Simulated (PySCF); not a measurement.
Mapped SMILES: `[CH3:1][O:2][Si@@H:3]([NH2:4])[O:5][C@H:6]([CH3:7])[CH:8]=[O:9]` (H(Xn): hydrogen on atom n).

PySCF 2.14.0 with density-fitted response routines calculation with PBE0/pcSseg-1 with gauge-including orbitals and GFN2-xTB geometry; rapidly exchanging positions averaged, in vacuum, one conformer, relativity neglected.

Predict the 2D correlation tables (HSQC, COSY, HMBC).

Results:



HSQC (one-bond C–H):
```csv
δH,δC
10.01 (H(C8)),214.5 (C8)
3.85 (H(C6)),75.1 (C6)
3.77 (H(C1)),49.7 (C1)
1.31 (H(C7)),20.1 (C7)
```

COSY cross peaks (H two or three bonds apart, from the bond graph; peaks can be absent where the dihedral angle is near 90°):
```csv
δH,δH
10.01 (H(C8)),3.85 (H(C6))
3.85 (H(C6)),1.31 (H(C7))
```

HMBC (two and three bonds, from the bond graph):
```csv
δH,δC
10.01 (H(C8)),"75.1 (C6), 20.1 (C7)"
4.98 (H(Si3)),"75.1 (C6), 49.7 (C1)"
3.85 (H(C6)),"214.5 (C8), 20.1 (C7)"
1.31 (H(C7)),"214.5 (C8), 75.1 (C6)"
```

δ = σ(ref) − σ, references computed at the same level: $^{1}$H, $^{13}$C vs TMS.

Short H···H contacts in this conformer between protons four or more bonds apart (candidates for NOE cross peaks, intensity ∝ r⁻⁶): H(C7)···H(C8) 2.72 Å.

Exchangeable OH/NH protons stand at their gas-phase positions; hydrogen bonding in a real sample shifts them, mostly to higher δ. Shifts are as computed. Against solution values, carbons near 30 ppm lie about +3 ppm off and those near 130 ppm about +5 ppm. Of 1309 compounds with measured shifts, 239 miss one by over three times the rms of a fit or turn the order of signals round; such compounds aren't used in these exercises.
